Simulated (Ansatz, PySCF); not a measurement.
Breaking a bond: GaH, singlet.

Levels: RKS-CAM-B3LYP = restricted CAM-B3LYP/cc-pVDZ in Ansatz (a program for electronic structure); RKS-M06-2X/6-31G* = restricted M06-2X/6-31G*, spherical d run with PySCF; UKS-PBE = unrestricted PBE/cc-pVDZ (Ansatz); UCCSD(T) = CCSD(T) on UHF/cc-pVDZ, cores with 3d frozen (Ansatz); RCCSD = CCSD on RHF/cc-pVDZ, cores with 3d frozen (Ansatz).

Energies are in kJ/mol, each relative to the lowest point of its own curve near equilibrium.

```
R / Å  RKS-CAM-B3LYP  RKS-M06-2X/6-31G*  UKS-PBE  UCCSD(T)  RCCSD
-----  -------------  -----------------  -------  --------  -----
1.25           159.8              173.0    168.8     169.3  168.6
1.34            86.1               94.7     93.7      91.5   91.0
1.44            36.8               41.7     42.5      39.5   39.1
1.53            12.7               15.2     16.4      13.9   13.7
1.57             6.5                8.2      9.3       7.2    7.1
1.63             1.3                2.0      2.7       1.5    1.5
1.68             0.0                0.0      0.3       0.0    0.0
1.72             0.7                0.2      0.0       0.5    0.5
1.78             3.9                2.8      1.8       3.5    3.7
1.81             6.4                5.0      3.6       5.9    6.1
1.92            19.4               17.0     13.9      18.5   18.9
2.07            43.4               40.2     34.4      41.7   42.4
2.27            81.0               77.3     67.2      77.3   78.5
2.54           134.1              130.5    113.7     126.2  127.4
2.77           177.6              174.4    151.3     164.2  164.9
2.99           216.2              213.7    184.0     195.3  195.8
3.39           277.2              276.5    226.7     236.9      —
3.65           310.8              311.4    243.0     252.6      —
4.20           368.1              371.5    262.8     265.2      —
4.54           395.7              400.4    269.4     267.2      —
5.04           427.4              432.5    274.1     268.2      —
5.91           463.7              468.7    274.9     268.6      —
6.65           482.0              486.3    275.0     268.7      —
```

At the longest distance, 6.65 Å, RKS-M06-2X/6-31G* lies highest above its minimum (486.3 kJ/mol) and UCCSD(T) lowest (268.7 kJ/mol).

A dash means that the run gave no value there, or that the column was ended at a point which the program doubted or which failed a test of continuity chosen for this set; such a test can also cut sound points.

The restricted form behind RKS-CAM-B3LYP, RKS-M06-2X/6-31G* keeps the bonding electrons paired and can't separate into open-shell fragments. The unrestricted determinant behind UKS-PBE is spin-contaminated at 3.39 to 6.65 Å (<S²> up to 1.0, against 0.00 for a pure singlet). The unrestricted determinant behind UCCSD(T) is spin-contaminated at 1.25 to 1.44, 2.54 to 6.65 Å (<S²> up to 1.0, against 0.00 for a pure singlet). The T1 diagnostic of CCSD on the restricted reference of RCCSD exceeds 0.045 at 2.77 to 6.65 Å.
